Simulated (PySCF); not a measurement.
**Computed properties of Si(F)3(vinyl) (C₂H₃F₃Si), SMILES C=C[Si](F)(F)F**

Si(F)3(vinyl) (C2H3F3Si), SMILES F[Si](C=C)(F)F. The structure is a stationary point at TPSSh-D3(BJ)/def2-SVP. Other conformers were not sampled. All values are computed for the isolated molecule unless a solvent is named; none is compared with measurement here.

**Structure.** The optimised structure has Cs symmetry. All 21 harmonic modes at TPSSh-D3(BJ)/def2-SVP (PySCF) are real, so it is a minimum. With heavy atoms numbered as in [CH2:1]=[CH:2][Si:3]([F:4])([F:5])[F:6], the shortest bond between them is C1–C2 at 1.343 Å and the longest C2–Si3 at 1.834 Å.

**Vibrations.** The strongest infrared lines (harmonic, unscaled, degenerate partners summed) lie at 884 cm⁻¹ (223 km/mol, F 44 %, Si 42 %), 973 cm⁻¹ (184 km/mol, Si 50 %, F 50 %), 968 cm⁻¹ (122 km/mol, F 43 %, Si 39 %, H 16 %). The softest mode is at 80 cm⁻¹ and the zero-point energy is 32.6 kcal/mol.

**Electronic structure.** M06-2X/def2-TZVP (PySCF) places the frontier levels at -10.19 and -0.43 eV, a gap of 9.76 eV, and gives a dipole moment of 2.92 D and a mean polarisability of 43.1 bohr³. PBE/def2-TZVP (PySCF) at the same geometry gives -7.75 and -2.35 eV, so its gap is 4.36 eV narrower. An orbital gap is neither the optical nor the fundamental gap.

**Excitations.** TDDFT-PBE0/def2-SVPD (PySCF) has S1 at 6.99 eV (177 nm, f = 0.002, dark); the most intense of the 10 singlets computed lies at 7.40 eV (f = 0.37). T1 (TDA) is at 4.14 eV. TDDFT-PBE/def2-SVPD (PySCF) puts S1 at 6.56 eV. No vertical singlet excitation falls in the visible range (under 3.1 eV).

**NMR.** GIAO shifts at HF/pcSseg-1 (PySCF) (non-relativistic, atoms alike by connectivity averaged): ¹³C from 126.9 to 159.8 ppm against TMS; ¹H from 6.2 to 7.1 ppm against TMS; ²⁹Si at -71.5 ppm against TMS; ¹⁹F at -121.1 ppm against CFCl3.

**Solvation.** SMD-M06-2X/6-31G* (PySCF) gives 0.4 kcal/mol in water, -2.9 kcal/mol in acetonitrile, -3.2 kcal/mol in dichloromethane (1 M in both phases, gas-phase geometry).
